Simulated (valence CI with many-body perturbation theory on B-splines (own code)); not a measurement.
# Kr12+: magnetic and hyperfine properties of the levels

Calculated by configuration interaction combined with many-body perturbation theory (CI+MBPT): six valence electrons over a frozen Dirac-Fock core [Ar], a basis of 7 s, 7 p, 8 d, 6 f, 4 g, 1 h functions for each j, with the one-electron correlation potential Σ1, the two-electron term Σ2, the three-electron term Σ3, Breit, model QED; selected CI, second order for the rest, scaled by the run's own slope (own B-spline code, finite nucleus).

No measured spectrum was set against this ion. As an estimate, terms of the open shell hold to 2 to 4 % of their energy, and close levels can change places. Core correlation moves these levels by up to 5800 cm⁻¹, and in measured spectra 5 to 20 % of such shifts remained as error; rates that hang on mixing are uncertain with them. Among the levels kept, up to 690 cm⁻¹ of a level comes from second order outside the variational space, and about a tenth of that is noise between levels of different J, which matters for small intervals. Only levels of the ground parity were solved; by the run's estimate the other parity begins above the list, which can be wrong where configurations are misplaced.

A/g_I is the dipole constant over the nuclear g factor μ/I (μ in nuclear magnetons, uniformly magnetised nucleus), B/Q the quadrupole constant per barn. Both hold the static response of the core; the bare values leave it out. Large factors of s and p1/2 electrons are usually good to 5 to 10 %; those of open d and f shells near neutrality can be off by tens of per cent, and small factors of p3/2, d and f electrons come from cancelling terms and can be off by a factor of two or in sign, in half-filled shells by more. B is blank for J = 1/2, where it vanishes, and for nearly pure S terms. Energies count from the lowest level. Levels with J = 0 are left out.

Names give the largest LS component (configuration and term), which can be under half, so a name can repeat, a term be missing and a line seem to break the LS rules; names also repeat where a configuration has a term twice. Letters in brackets count levels of one name in rising energy.

| Level | E (cm⁻¹) | g | A/g_I (MHz) | A/g_I bare | B/Q (MHz/b) | B/Q bare |
| --- | --- | --- | --- | --- | --- | --- |
| 3d6 5D_4 | 0.0 | 1.493 | 1420 | 1730 | 4160 | 4300 |
| 3d6 5D_3 | 5741 | 1.495 | 934 | 1240 | 993 | 1030 |
| 3d6 5D_2 | 8650 | 1.496 | 831 | 1140 | -895 | -922 |
| 3d6 5D_1 | 10763 | 1.497 | 728 | 1030 | -1420 | -1460 |
| 3d6 3P_2 [a] | 49514 | 1.483 | 996 | 1300 | -559 | -567 |
| 3d6 3H_4 [a] | 50357 | 1.020 | 2520 | 2570 | 1510 | 1550 |
| 3d6 3H_6 | 51272 | 1.159 | 2700 | 2820 | -2270 | -2340 |
| 3d6 3H_5 | 52723 | 1.068 | 2670 | 2740 | 93.7 | 101 |
| 3d6 3F_3 [a] | 58518 | 1.027 | 2910 | 2960 | 1480 | 1520 |
| 3d6 3H_4 [b] | 59174 | 1.018 | 2750 | 2800 | -576 | -592 |
| 3d6 3F_2 [a] | 60467 | 0.684 | 4160 | 4020 | 34.4 | 33.2 |
| 3d6 3P_1 [a] | 65033 | 1.458 | 758 | 1040 | 75.7 | 79.8 |
| 3d6 3G_5 | 66703 | 1.163 | 2640 | 2770 | -1120 | -1160 |
| 3d6 3G_4 | 70805 | 1.058 | 3110 | 3180 | -427 | -440 |
| 3d6 3G_3 | 72481 | 0.813 | 3810 | 3750 | 145 | 150 |
| 3d6 3D_2 | 80755 | 1.157 | 2510 | 2630 | 428 | 444 |
| 3d6 1I_6 | 81036 | 1.005 | 3140 | 3180 | -4110 | -4250 |
| 3d6 3D_1 | 82637 | 0.546 | 4440 | 4220 | 247 | 256 |
| 3d6 3D_3 | 82985 | 1.323 | 1820 | 2030 | -933 | -960 |
| 3d6 1G_4 [a] | 87411 | 1.006 | 3250 | 3290 | 1760 | 1820 |
| 3d6 1D_2 [a] | 98876 | 1.014 | 2970 | 3010 | -2100 | -2170 |
| 3d6 1F_3 | 111190 | 1.009 | 3190 | 3240 | -4890 | -5060 |
| 3d6 3P_1 [b] | 129400 | 1.495 | 472 | 771 | 320 | 326 |
| 3d6 3F_4 | 133560 | 1.236 | 2260 | 2430 | -5650 | -5830 |
| 3d6 3F_2 [b] | 134010 | 0.671 | 4610 | 4470 | -3420 | -3530 |
| 3d6 3F_3 [b] | 137080 | 1.076 | 2850 | 2920 | -4400 | -4540 |
| 3d6 3P_2 [b] | 139250 | 1.487 | 1480 | 1770 | -2140 | -2210 |
| 3d6 1G_4 [b] | 151670 | 1.010 | 2990 | 3040 | -1830 | -1880 |
| 3d6 1D_2 [b] | 200570 | 0.999 | 3170 | 3210 | 5040 | 5210 |

Question: Take the isotope of mass number 83, with I = 9/2, μ = -0.97073 μN and Q = 0.259 b. What is the hyperfine structure of 3d6 5D_2?

Answer: From the table A = -179 MHz, B = -232 MHz. Shifts from the centre of gravity in MHz: F = 5/2: 1860, F = 7/2: 1340, F = 9/2: 605, F = 11/2: -380, F = 13/2: -1670.
